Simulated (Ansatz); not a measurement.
`C[N](C)[Mo](=[O])(=[O])[F]` + H–F → `[O]=[Mo](=[O])([F])[F]` + `CNC` at 298.15 K and 1 bar (ligand exchange at a Mo–N bond).

Program: Ansatz. Geometries: PBE0-D4/def2-TZVP. ΔE: electronic, gas phase. CBS: MP2 limit from def2 TZ/QZ plus the TZ coupled-cluster correction, frozen cores. This one scheme is used for every species. def2 core potentials past Kr. For Mo outer-core shells are correlated without core-valence functions, which leaves a few kJ/mol of doubt a bond. Each species was taken in one conformer, which may not be the lowest.

```
                     species  CCSD(T)/CBS energy (Eh)  H − E (kJ/mol)  S (J/(mol·K))
`C[N](C)[Mo](=[O])(=[O])[F]`               -452.84025           266.1          397.8
                         H–F               -100.39570            33.5          173.6
    `[O]=[Mo](=[O])([F])[F]`               -418.23459            46.4          314.9
                       `CNC`               -135.00321           256.9          271.4
```

H − E and S are ideal-gas, rigid-rotor, harmonic terms from PBE0-D4/def2-TZVP, for one conformer and one mirror image of each species. 1 Eh = 2625.50 kJ/mol, R = 8.31446 J/(mol·K).

Q: By hand: ΔE, ΔH, ΔS and ΔG.

A: ΔE = (-418.23459) + (-135.00321) − (-452.84025) − (-100.39570) = -0.00185 Eh = -4.9 kJ/mol. Δ(H − E) = 46.4 + 256.9 − 266.1 − 33.5 = 3.7, so ΔH = -1.2 kJ/mol. ΔS = 314.9 + 271.4 − 397.8 − 173.6 = 14.9 J/(mol·K). ΔG = -1.2 − 298.15 × (14.9)/1000 = -5.6 kJ/mol.

Q: By hand: the equilibrium constant, and the temperature at which ΔG would vanish if ΔH and ΔS stayed fixed.

A: log₁₀ K = −ΔG/(RT ln 10) = 1.0. ΔH and −TΔS have one sign here, so there is no such temperature.

TΔS isn't small against ΔH here. The sign of ΔG lies within the doubt. A doubt of 5 kJ/mol in ΔE shifts log₁₀ K by 0.9 here. Other conformers and mirror images would add mixing entropy, several J/(mol·K) or more a flexible species. Modes under 60 cm⁻¹, often nearly free rotors, make the harmonic entropy too high. These are equilibria of isolated gas molecules and say nothing of rates. Largest T1 diagnostic: 0.025 (customary marks: 0.02 for closed shells, 0.045 for open ones).
